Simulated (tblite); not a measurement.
Species: C5H4BF3Se.
Numbering: `[CH:1]#[C:2][CH2:3][Se:4]/[C:5](=[CH:6]/[F:7])[B:8]([F:9])[F:10]` (hydrogens: H11 on C1; H12, H13 on C3; H14 on C6)

Computed with GFN2-xTB (tblite), gas phase: L-BFGS steps from a force-field or distance-geometry start until the largest atomic force falls under 0.01 eV/Å.

Step 61: E = -852.6505 eV
```
atom  x, y, z in Å  |  force x, y, z in eV/Å
C1      2.2694    0.2813    1.1703   -0.048  -0.048   0.026
C2      1.9521   -0.3639    0.2129   -0.017  -0.014   0.018
C3      1.4782   -1.0802   -0.9304   -0.069  -0.050  -0.143
Se4    -0.4467   -1.6070   -0.7121    0.134  -0.148  -0.062
C5     -1.2029    0.0395   -0.1626   -0.264   0.241   0.251
C6     -0.5913    1.2068   -0.3938   -0.071   0.034  -0.091
F7     -1.1003    2.3732    0.0190    0.019  -0.098  -0.009
B8     -2.5395   -0.1039    0.6256   -0.373   0.068   0.266
F9     -3.1564    0.9030    1.2373    0.264  -0.697  -0.346
F10    -3.1155   -1.3009    0.7394    0.201   0.621  -0.006
H11     2.5538    0.8143    2.0232    0.115   0.087   0.097
H12     1.5717   -0.4889   -1.8409   -0.018   0.054  -0.081
H13     2.0003   -2.0274   -1.0696    0.046  -0.059   0.065
H14     0.3267    1.3537   -0.9405    0.080   0.010   0.014
```

Step 62: E = -852.6666 eV
```
atom  x, y, z in Å  |  force x, y, z in eV/Å
C1      2.2651    0.2760    1.1827   -0.017  -0.006   0.044
C2      1.9476   -0.3571    0.2174   -0.012  -0.047  -0.025
C3      1.4813   -1.0769   -0.9287   -0.039  -0.038  -0.097
Se4    -0.4421   -1.6045   -0.7162    0.072  -0.092  -0.044
C5     -1.2062    0.0444   -0.1619   -0.156   0.095   0.148
C6     -0.6024    1.2086   -0.4160   -0.004   0.041  -0.054
F7     -1.1138    2.3771   -0.0145    0.009  -0.045  -0.001
B8     -2.5344   -0.1059    0.6365    0.140   0.087  -0.108
F9     -3.1106    0.8587    1.3058   -0.076   0.142   0.073
F10    -3.1516   -1.2635    0.6975   -0.058  -0.223  -0.012
H11     2.5602    0.8111    2.0319    0.082   0.059   0.072
H12     1.5849   -0.4897   -1.8420   -0.025   0.027  -0.048
H13     2.0026   -2.0277   -1.0544    0.040  -0.023   0.049
H14     0.3189    1.3487   -0.9602    0.043   0.023   0.002
```

Step 63: E = -852.6700 eV
```
atom  x, y, z in Å  |  force x, y, z in eV/Å
C1      2.2683    0.2744    1.1815   -0.017  -0.009   0.023
C2      1.9473   -0.3583    0.2166    0.001  -0.034  -0.010
C3      1.4798   -1.0777   -0.9306   -0.030  -0.024  -0.067
Se4    -0.4437   -1.6027   -0.7184    0.042  -0.057  -0.030
C5     -1.2090    0.0476   -0.1598   -0.103   0.070   0.100
C6     -0.6014    1.2108   -0.4123   -0.012   0.019  -0.029
F7     -1.1081    2.3783   -0.0030    0.009  -0.031  -0.011
B8     -2.5389   -0.1043    0.6329    0.050  -0.044  -0.054
F9     -3.1331    0.8654    1.2805   -0.065   0.072   0.035
F10    -3.1366   -1.2768    0.7140    0.018  -0.023  -0.014
H11     2.5686    0.8134    2.0277    0.065   0.032   0.043
H12     1.5856   -0.4896   -1.8436   -0.024   0.012  -0.037
H13     1.9984   -2.0309   -1.0546    0.039  -0.003   0.045
H14     0.3224    1.3498   -0.9531    0.027   0.020   0.006
```

Step 64: E = -852.6701 eV
```
atom  x, y, z in Å  |  force x, y, z in eV/Å
C1      2.2821    0.2661    1.1762   -0.002   0.009  -0.006
C2      1.9461   -0.3602    0.2113    0.038  -0.027   0.016
C3      1.4759   -1.0797   -0.9373    0.010  -0.005  -0.014
Se4    -0.4499   -1.5891   -0.7321   -0.031   0.004   0.006
C5     -1.2160    0.0599   -0.1498   -0.026   0.007   0.015
C6     -0.6027    1.2217   -0.3973    0.008  -0.006   0.025
F7     -1.0984    2.3872    0.0275    0.009  -0.012  -0.019
B8     -2.5499   -0.1064    0.6275   -0.280   0.035   0.153
F9     -3.2206    0.8810    1.1927    0.174  -0.343  -0.170
F10    -3.0851   -1.3113    0.7712    0.106   0.314  -0.021
H11     2.6040    0.8144    2.0111    0.018  -0.028  -0.011
H12     1.6026   -0.4949   -1.8516   -0.048  -0.028  -0.005
H13     1.9794   -2.0444   -1.0483    0.045   0.056   0.031
H14     0.3320    1.3552   -0.9232   -0.021   0.023   0.000
```

Q: Estimate the geometry and energy of step 65. (The exact step hangs on the optimiser's Hessian estimate; all steps are aligned on step 64, rigid shifts and turns removed.)

A: E = -852.6729 eV, largest force 0.057 eV/Å
```
atom  x, y, z in Å  |  force x, y, z in eV/Å
C1      2.2752    0.2691    1.1808   -0.008  -0.003  -0.005
C2      1.9458   -0.3598    0.2154    0.023  -0.019   0.007
C3      1.4778   -1.0793   -0.9338   -0.005   0.000  -0.008
Se4    -0.4469   -1.5960   -0.7267   -0.012  -0.002  -0.002
C5     -1.2135    0.0552   -0.1541   -0.012   0.014   0.011
C6     -0.6036    1.2173   -0.4075   -0.005  -0.012   0.014
F7     -1.1051    2.3829    0.0107    0.006  -0.001  -0.015
B8     -2.5445   -0.1051    0.6300   -0.023  -0.035   0.001
F9     -3.1729    0.8685    1.2422   -0.030   0.015   0.001
F10    -3.1127   -1.2914    0.7383    0.028   0.025  -0.016
H11     2.5902    0.8146    2.0195    0.029  -0.014   0.000
H12     1.5948   -0.4925   -1.8472   -0.032  -0.012  -0.019
H13     1.9891   -2.0383   -1.0487    0.041   0.027   0.029
H14     0.3256    1.3544   -0.9410    0.000   0.017   0.002
```

The energy changes by -0.0028 eV. The first-order estimate −F·Δx gives -0.0078 eV and the mean of the old and new forces, exact on a quadratic surface, -0.0032 eV. The step makes an angle of 82° with the force vector and moves no atom by more than 0.070 Å.

What follows is the cost of the whole relaxation. Hardware: one thread, AMD EPYC (x86_64), on a shared host. Cost: 3.8 s wall.
